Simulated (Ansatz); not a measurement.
C$_{2}$H$_{2}$ClFOSe, SMILES `OC(F)(Cl)C=[Se]`, relaxed with RKS PBE0-D4/def2-TZVP in Ansatz from a PBE-D4/def2-SVP geometry. The force threshold is 0.005 eV/Å; the program also tests the step.

Charge 0, multiplicity 1.

Start:

```xyz
8

O     0.626    0.741   -1.096
C    -0.216    0.298   -0.130
F    -1.493    0.209   -0.579
Cl   -0.269    1.491    1.309
C     0.311   -0.982    0.466
Se   -0.631   -2.446    0.731
H     0.288    1.598   -1.428
H     1.383   -0.908    0.727
```

(1) How much energy does the relaxation release, and in how many steps? (An estimate is asked.)

(2) Which bonds change most? (Best estimate.)

(3) Give the relaxed structure. (Best estimate.)

Results:

(1) Computed: 4.53 kJ/mol, in 9 steps.

(2) Ansatz gave: C2–Cl4 from 1.870 to 1.820 Å; C5–Se6 from 1.760 to 1.738 Å; C5–H8 from 1.107 to 1.087 Å; O1–H7 from 0.979 to 0.965 Å.

(3) The calculation gave: 
```xyz
8

O     0.610    0.728   -1.087
C    -0.222    0.303   -0.111
F    -1.486    0.206   -0.559
Cl   -0.270    1.488    1.271
C     0.308   -0.977    0.463
Se   -0.610   -2.430    0.714
H     0.307    1.587   -1.409
H     1.363   -0.906    0.718
```
